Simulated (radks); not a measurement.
Excited configurations of Al+: one electron is placed in a higher orbital outside [Ne] 3s1. The ground configuration is [Ne] 3s2. Calculated with a radial shooting solver on a logarithmic mesh with Libxc functionals: scalar-relativistic Kohn-Sham, LDA (Slater exchange, Perdew-Wang correlation), spin-unpolarised, spherical densities, point nucleus. Excitation = E - E(ground); binding = E(ion) - E, where the ion is the core of charge +2; n* = 2/sqrt(2 binding) in atomic units, and the quantum defect is n - n*.

| outer orbital | excitation (eV) | binding (eV) | n* | quantum defect | eigenvalue (eV) | <r> (bohr) |
|---|---|---|---|---|---|---|
| 4f | 15.871 | 3.499 | 3.944 | 0.056 | -2.490 | 8.706 |
| 5s | 15.246 | 4.124 | 3.633 | 1.367 | -3.278 | 10.25 |
| 5p | 15.895 | 3.475 | 3.957 | 1.043 | -2.747 | 11.73 |
| 6d | 17.562 | 1.808 | 5.486 | 0.514 | -1.449 | 22.24 |
| 6f | 17.698 | 1.672 | 5.704 | 0.296 | -1.317 | 22.59 |
| 7s | 17.568 | 1.803 | 5.494 | 1.506 | -1.472 | 23.77 |
| 7p | 17.759 | 1.611 | 5.811 | 1.189 | -1.313 | 26.20 |
| 7f | 18.123 | 1.247 | 6.606 | 0.394 | -1.002 | 31.64 |

Estimate the row for 7d.

Answer. excitation (eV) 18.043; binding (eV) 1.327; n* 6.403; quantum defect 0.597; eigenvalue (eV) -1.079; <r> (bohr) 31.04. The Delta-SCF ionisation energy is 19.370 eV (NIST Atomic Spectra Database: 18.829 eV, measured). Self-interaction in the functional shifts the binding energies and quantum defects, so they are the method's values and not measured ones. Spin polarisation and multiplet splitting are left out, so open shells lie too high by an amount that depends on their filling.

Beside tabulated values, note that spin-unpolarised runs miss the spin-polarisation part of the exchange energy of open shells.
